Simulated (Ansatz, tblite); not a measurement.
Removing an electron: GaH2(vinyl) (C₂H₅Ga). The state is a singlet with charge 0. Geometry: B3LYP-D4/def2-TZVP. Ansatz, gas phase; energy differences of separate SCF runs; the oxidised species was run as a doublet alone.

```xyz
8

Ga   -0.233    1.000    1.098
H    -0.267    2.557    1.293
H    -0.498    0.019    2.298
C     0.139    0.188   -0.647
C     0.168   -1.138   -0.798
H     0.330    0.803   -1.523
H    -0.012   -1.813    0.033
H     0.373   -1.616   -1.753
```

The xTB rows come from tblite. HOMO above LUMO, or a gap near zero within one spin, warns that the state may not be the lowest or that an electron is smeared out.

Problem. Estimate orbital energies and vertical ionisation energies at: GFN1-xTB; GFN2-xTB; PBE-D4/def2-TZVP; r2SCAN-D4/def2-TZVP; PBE0-D4/def2-TZVP.

Solution. 
| level | −HOMO (eV) | vertical IE (eV) | −LUMO (eV) | HOMO–LUMO gap (eV) | remarks |
| --- | --- | --- | --- | --- | --- |
| GFN1-xTB | 11.42 | 14.39 | 7.13 | 4.28 | – |
| GFN2-xTB | 10.83 | 13.80 | 6.79 | 4.05 | – |
| PBE-D4/def2-TZVP | 6.77 | 9.91 | 2.59 | 4.18 | gap within one spin near zero (+1 doublet) |
| r2SCAN-D4/def2-TZVP | 7.04 | 9.99 | 2.36 | 4.68 | – |
| PBE0-D4/def2-TZVP | 8.02 | 10.14 | 1.74 | 6.27 | – |

Relaxing the oxidised species (B3LYP-D4/def2-TZVP) changes its energy by -0.78 eV at PBE-D4/def2-TZVP, so the adiabatic ionisation energy to this nearest minimum is 9.12 eV. At PBE0-D4/def2-TZVP it is 9.21 eV.    Raw xTB energy differences between charge states are shifted by several eV; the methods need an empirical correction for them.
